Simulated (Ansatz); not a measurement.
Reaction (substitution at a C–N bond): `CN(C)[SiH](O)O` + `[OH][Y]([OH])[OH]` → `C[O][Y]([OH])[OH]` + `CN[SiH](O)O`

Gas-phase electronic energies from Ansatz, PBE0-D4/def2-TZVP geometries. CBS: MP2 limit from def2 TZ/QZ plus the TZ coupled-cluster correction, frozen cores. DFT in def2-TZVPP. B3LYP here is the variant with VWN-RPA as its local correlation; programs differ in this. def2 core potentials past Kr. For Y outer-core shells are correlated without core-valence functions, which leaves a few kJ/mol of doubt a bond. One conformer a species, not always the lowest.

`CN(C)[SiH](O)O`:

```xyz
15

C     0.206    0.819   -1.461
N     0.316    0.158   -0.183
C     1.677    0.034    0.283
Si   -0.948   -0.729    0.534
O    -2.320   -0.002   -0.006
O    -0.779   -0.732    2.166
H    -0.839    0.896   -1.760
H     0.617    1.835   -1.407
H     0.756    0.284   -2.248
H     2.303   -0.528   -0.424
H     2.137    1.022    0.414
H     1.710   -0.481    1.245
H    -1.011   -2.179    0.223
H    -3.121   -0.526    0.038
H    -0.703    0.127    2.587
```

`[OH][Y]([OH])[OH]`:

```xyz
7

O    -0.189   -0.444    1.970
Y     0.000    0.000    0.000
O     0.315   -1.482   -1.348
O    -0.125    1.926   -0.622
H    -0.279   -0.651    2.894
H     0.462   -2.179   -1.979
H    -0.184    2.830   -0.915
```

`C[O][Y]([OH])[OH]`:

Cartesian coordinates in Å:
```
C -1.368 0.011 1.747
O -0.509 -0.006 0.662
Y 0.736 -0.009 -0.938
O 2.137 -1.467 -1.114
O 0.563 1.449 -2.339
H -2.088 0.838 1.679
H -0.819 0.128 2.690
H -1.942 -0.923 1.818
H 2.796 -2.148 -1.200
H 0.495 2.127 -3.005
```

`CN[SiH](O)O`:

Z-matrix (Å, degrees):
```
C
N 1 1.448
H 1 1.094 2 111.4
H 1 1.096 2 112.8 3 122.1
H 1 1.092 2 109.5 3 -118.4
Si 2 1.696 1 125.4 3 140.5
H 2 1.007 1 114.4 3 -58.3
O 6 1.639 2 112.3 1 54.0
O 6 1.648 2 112.8 1 -61.9
H 6 1.483 2 105.3 1 175.8
H 8 0.959 6 116.0 2 -142.9
H 9 0.958 6 116.5 2 -53.5
```

```json
{"level": "PBE-D4", "ΔE (kJ/mol)": "23.8", "difference from CCSD(T)/CBS": "-3.2"}
{"level": "r2SCAN-D4", "ΔE (kJ/mol)": "23.5", "difference from CCSD(T)/CBS": "-3.5"}
{"level": "PBE0-D4", "ΔE (kJ/mol)": "24.4", "difference from CCSD(T)/CBS": "-2.6"}
{"level": "ωB97X-V", "ΔE (kJ/mol)": "24.1", "difference from CCSD(T)/CBS": "-2.9"}
{"level": "ωB97M-V", "ΔE (kJ/mol)": "25.9", "difference from CCSD(T)/CBS": "-1.1"}
{"level": "B2PLYP", "ΔE (kJ/mol)": "20.2", "difference from CCSD(T)/CBS": "-6.8"}
{"level": "PBE", "ΔE (kJ/mol)": "19.5", "difference from CCSD(T)/CBS": "-7.5"}
{"level": "r2SCAN", "ΔE (kJ/mol)": "22.3", "difference from CCSD(T)/CBS": "-4.7"}
{"level": "PBE0", "ΔE (kJ/mol)": "20.7", "difference from CCSD(T)/CBS": "-6.3"}
{"level": "B3LYP", "ΔE (kJ/mol)": "14.7", "difference from CCSD(T)/CBS": "-12.3"}
{"level": "MP2/def2-TZVPP", "ΔE (kJ/mol)": "30.5", "difference from CCSD(T)/CBS": "3.5"}
{"level": "CCSD/def2-TZVPP", "ΔE (kJ/mol)": "23.8", "difference from CCSD(T)/CBS": "-3.2"}
{"level": "HF/def2-QZVPP", "ΔE (kJ/mol)": "9.1", "difference from CCSD(T)/CBS": "-17.9"}
{"level": "SCS-MP2/def2-QZVPP", "ΔE (kJ/mol)": "25.6", "difference from CCSD(T)/CBS": "-1.4"}
{"level": "HF/CBS(def2)", "ΔE (kJ/mol)": "8.9", "difference from CCSD(T)/CBS": "-18.1"}
{"level": "MP2/CBS(def2)", "ΔE (kJ/mol)": "32.0", "difference from CCSD(T)/CBS": "5.0"}
{"level": "CCSD(T)/CBS", "ΔE (kJ/mol)": "27.0", "difference from CCSD(T)/CBS": "0"}
```

Largest T1 diagnostic among the species: 0.014.

The D4 term adds +6.8 kJ/mol with B3LYP and +3.7 kJ/mol with PBE0; it sums over pairs of atoms, weighted by their polarisabilities, and B3LYP, whose exchange is more repulsive, gets the larger term. In def2-TZVPP, CCSD(T) changes the Hartree–Fock value by +15.5 kJ/mol (the triples alone add +1.8 kJ/mol) and MP2 by +20.5 kJ/mol.
